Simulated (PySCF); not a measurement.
silanone cation (H₂OSi), SMILES [SiH2]=O (connectivity only; charge and spin as stated), charge +1, multiplicity 2. Atoms are numbered in the order given.

```xyz
4

Si     0.0000     0.0000     0.4821
O      0.0000     0.0000    -1.1208
H      0.0000    -1.3366     1.1084
H      0.0000     1.3366     1.1084
```
Charge +1, spin multiplicity 2.

The structure is a stationary point at r2SCAN-D4/def2-TZVP. The spin state was assumed, not searched.

Calculation: PySCF with PBE/pcH-1.

Unrestricted Kohn–Sham, ⟨S²⟩ = 0.756. Hyperfine tensors hold the contact and dipolar terms, without spin-orbit corrections.

Computed hyperfine couplings:
| nucleus | A(iso) (MHz) | A(iso) (G) | dipolar principal values (MHz) |
|---|---|---|---|
| 29Si no. 1 | 95.9 | 34.2 | -6.5, -2.8, 9.3 |
| 17O no. 2 | -17.0 | -6.1 | -253.2, 118.7, 134.5 |
| 1H no. 3 | 167.2 | 59.6 | -5.4, -1.8, 7.2 |
| 1H no. 4 | 167.2 | 59.6 | -5.4, -1.8, 7.2 |

Task: And the g tensor (effective nuclear charges for spin-orbit coupling, GIAO)? (An estimate is asked for; the answer gives what the named calculation found.)

Result: principal values 2.0031, 2.0138, 2.0140; isotropic 2.0103.
